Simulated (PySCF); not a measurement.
C₂H₆BF₂N, SMILES CNB(F)CF. Coordinates come from a TPSSh-D3(BJ)/def2-SVP optimisation. This is a generated structure with no PubChem entry under its InChIKey; it may be hypothetical. One conformer was computed; it need not be the lowest.

**Question.** Give the equilibrium geometry at TPSSh-D3(BJ)/def2-SVP (PySCF confirms it by a frequency run) as a Z-matrix, and its point group. (An estimate is asked for; the answer gives what the named calculation found.)

**Answer.** Several could match; the one computed here: point group Cs.
```
N
H 1 1.0177
B 1 1.3933 2 115.95
F 3 1.3510 1 120.98 2 180.00
C 1 1.4498 2 116.34 3 180.00
H 5 1.0982 1 109.11 2 180.00
H 5 1.1034 6 108.21 1 -121.58
H 5 1.1034 6 108.21 7 -116.83
C 3 1.5879 4 118.87 1 180.00
F 9 1.4014 3 110.21 4 180.00
H 9 1.1060 10 108.29 2 -122.36
H 9 1.1060 11 106.64 10 116.35
```
Charge 0, spin multiplicity 1.
